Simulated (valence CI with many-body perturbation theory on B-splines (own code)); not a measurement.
# Level structure of W60+

Calculated by valence CI with perturbative core correlation (CI+MBPT): four valence electrons over a frozen Dirac-Fock core [Ne], a basis of 11 s, 11 p, 9 d, 7 f, 5 g, 2 h, 1 i functions for each j, with the one-electron correlation potential Σ1, the two-electron term Σ2, the three-electron term Σ3, Breit, model QED; selected CI, second order for the rest (own B-spline code, finite nucleus).

The last digits are not significant, and no measured levels were compared; by estimate large intervals hold to a few tenths of a per cent, small ones and those within an open d or f shell to about a per cent.

Levels 1 to 45 of 65, with energies above the lowest level, (3s^2 3p1/2^2) J=0. "Leading %" is the weight of the configuration and term that name the level; weights of strongly mixed levels are sums over their largest components and can fall short. In the jj column 3d3/2^4 stands for four electrons in 3d with j = 3/2. Lifetimes count E1, E2, E3, M1 and M2 decay at the calculated energies, and are blank where another channel may lead or the interval is too uncertain; long ones can be off by a factor of two.

```
No.  Configuration  Term  J  E (Ry)  Leading %  Lifetime      g    Second component                   Leading jj
  1        3s2 3p2    3P  0   0.000         69                      31 % 3s2 3p2 1S         3s^2 3p1/2^2 (100 %)
  2        3s2 3p2    3P  1  25.564         99   3.76 ns  1.489                          3s^2 3p1/2 3p3/2 (99 %)
  3        3s2 3p2    1D  2  26.249         64    219 ns  1.162     35 % 3s2 3p2 3P      3s^2 3p1/2 3p3/2 (99 %)
  4         3s 3p3   3P°  2  37.961         46   37.0 ps  1.523     27 % 3s 3p3 5S°      3s 3p1/2^2 3p3/2 (97 %)
  5         3s 3p3   3D°  1  39.994         28   1.26 ps  1.045     24 % 3s 3p3 1P°      3s 3p1/2^2 3p3/2 (82 %)
  6      3s2 3p 3d   3F°  2  41.748         74   98.5 ps  0.753  20 % 3s2 3p 3d 1D°      3s^2 3p1/2 3d3/2 (99 %)
  7      3s2 3p 3d   3D°  1  44.966         44    216 fs  0.879  25 % 3s2 3p 3d 1P°      3s^2 3p1/2 3d3/2 (82 %)
  8      3s2 3p 3d   3P°  2  49.151         45   2.99 ps  1.285  34 % 3s2 3p 3d 3D°      3s^2 3p1/2 3d5/2 (97 %)
  9      3s2 3p 3d   3F°  3  49.234         51   4.60 ps  1.104  26 % 3s2 3p 3d 1F°      3s^2 3p1/2 3d5/2 (98 %)
 10        3s2 3p2    3P  2  52.332         64   1.31 ns  1.311     35 % 3s2 3p2 1D          3s^2 3p3/2^2 (98 %)
 11        3s2 3p2    1S  0  53.834         68   1.09 ns            31 % 3s2 3p2 3P          3s^2 3p3/2^2 (98 %)
 12      3s 3p2 3d    3D  1  54.454         44   17.8 ps  0.440   39 % 3s 3p2 3d 5F      3s 3p1/2^2 3d3/2 (99 %)
 13      3s 3p2 3d    3D  2  54.996         30   18.2 ps  1.127   18 % 3s 3p2 3d 5F      3s 3p1/2^2 3d3/2 (97 %)
 14      3s 3p2 3d    3D  3  61.492         35   4.00 ps  1.344   20 % 3s 3p2 3d 5D      3s 3p1/2^2 3d5/2 (98 %)
 15      3s 3p2 3d    3F  2  62.517         28   3.61 ps  1.025   22 % 3s 3p2 3d 1D      3s 3p1/2^2 3d5/2 (97 %)
 16         3s 3p3   3D°  2  62.897         50   1.81 ps  1.526     45 % 3s 3p3 5S°      3s 3p1/2 3p3/2^2 (95 %)
 17         3s 3p3   3D°  3  64.253         94   2.66 ps  1.311                          3s 3p1/2 3p3/2^2 (94 %)
 18         3s 3p3   3P°  0  65.104         86   1.46 ps         13 % 3s2 3p 3d 3P°      3s 3p1/2 3p3/2^2 (86 %)
 19         3s 3p3   1D°  2  66.188         55    695 fs  1.082  12 % 3s2 3p 3d 3D°      3s 3p1/2 3p3/2^2 (72 %)
 20         3s 3p3   3P°  1  66.194         34    855 fs  1.269     20 % 3s 3p3 3D°      3s 3p1/2 3p3/2^2 (82 %)
 21         3s 3p3   3S°  1  67.033         32    306 fs  1.341     27 % 3s 3p3 3P°      3s 3p1/2 3p3/2^2 (97 %)
 22      3s2 3p 3d   3F°  3  70.047         45    444 fs  1.082  37 % 3s2 3p 3d 1F°      3s^2 3p3/2 3d3/2 (94 %)
 23      3s2 3p 3d   3D°  2  70.360         39    205 fs  1.058     19 % 3s 3p3 1D°      3s^2 3p3/2 3d3/2 (70 %)
 24      3s2 3p 3d   3P°  1  70.405         46    259 fs  1.117  32 % 3s2 3p 3d 3D°      3s^2 3p3/2 3d3/2 (83 %)
 25      3s2 3p 3d   3P°  0  70.489         86    307 fs            13 % 3s 3p3 3P°      3s^2 3p3/2 3d3/2 (86 %)
 26      3s2 3p 3d   3F°  4  74.245         99   2.30 ns  1.238                          3s^2 3p3/2 3d5/2 (99 %)
 27      3s2 3p 3d   3P°  2  74.960         44   5.16 ps  1.229  41 % 3s2 3p 3d 1D°      3s^2 3p3/2 3d5/2 (96 %)
 28      3s2 3p 3d   3D°  3  76.650         61   1.57 ps  1.199  36 % 3s2 3p 3d 1F°      3s^2 3p3/2 3d5/2 (95 %)
 29      3s2 3p 3d   1P°  1  77.398         63   2.22 ps  1.072  24 % 3s2 3p 3d 3P°      3s^2 3p3/2 3d5/2 (96 %)
 30      3s 3p2 3d    5F  2  77.876         23   2.49 ps  1.171         21 % 3p4 3P  3s 3p1/2 3p3/2 3d3/2 (66 %)
 31      3s 3p2 3d    5D  0  78.410         74   12.6 ps          14 % 3s 3p2 3d 3P  3s 3p1/2 3p3/2 3d3/2 (93 %)
 32      3s 3p2 3d    5D  1  78.611         51   14.0 ps  1.134   22 % 3s 3p2 3d 5F  3s 3p1/2 3p3/2 3d3/2 (99 %)
 33      3s 3p2 3d    5F  3  79.012         44   13.0 ps  1.130   35 % 3s 3p2 3d 3F  3s 3p1/2 3p3/2 3d3/2 (97 %)
 34            3p4    3P  2  79.326         29    852 fs  1.183   21 % 3s 3p2 3d 5F  3s 3p1/2 3p3/2 3d3/2 (50 %)
 35            3p4    1S  0  80.206         44    681 fs                25 % 3p4 3P       3p1/2^2 3p3/2^2 (69 %)
 36      3s 3p2 3d    3G  4  80.266         30   36.3 ps  1.158   19 % 3s 3p2 3d 5F  3s 3p1/2 3p3/2 3d3/2 (95 %)
 37      3s 3p2 3d    3F  2  81.291         57    739 fs  0.909    9 % 3s 3p2 3d 3P  3s 3p1/2 3p3/2 3d3/2 (87 %)
 38      3s 3p2 3d    3D  3  81.767         32    434 fs  1.271   16 % 3s 3p2 3d 3F  3s 3p1/2 3p3/2 3d3/2 (93 %)
 39      3s 3p2 3d    3P  1  82.100         30    393 fs  1.704   30 % 3s 3p2 3d 5P  3s 3p1/2 3p3/2 3d3/2 (97 %)
 40      3s 3p2 3d    3D  2  82.244         25    292 fs  1.377   21 % 3s 3p2 3d 5P  3s 3p1/2 3p3/2 3d3/2 (85 %)
 41      3s 3p2 3d    3G  3  82.451         45    419 fs  0.941   21 % 3s 3p2 3d 1F  3s 3p1/2 3p3/2 3d3/2 (98 %)
 42      3s 3p2 3d    3D  1  82.567         44    340 fs  0.802   18 % 3s 3p2 3d 1P  3s 3p1/2 3p3/2 3d3/2 (96 %)
 43      3s 3p2 3d    5D  4  84.351         46    105 ps  1.382   36 % 3s 3p2 3d 5F  3s 3p1/2 3p3/2 3d5/2 (99 %)
 44      3s 3p2 3d    3D  1  84.355         47    206 fs  0.952   18 % 3s 3p2 3d 3P  3s 3p1/2 3p3/2 3d3/2 (92 %)
 45      3s 3p2 3d    3F  2  84.523         29    220 fs  0.960   14 % 3s 3p2 3d 1D  3s 3p1/2 3p3/2 3d3/2 (74 %)
```

The ionisation energy to 3s2 3p 2P°_1/2 of the next ion comes out as 6586.7 eV (NIST: 6596 ± 7 eV (semi-empirical)). All 65 levels together are meant to be complete up to 93.594 Ry.
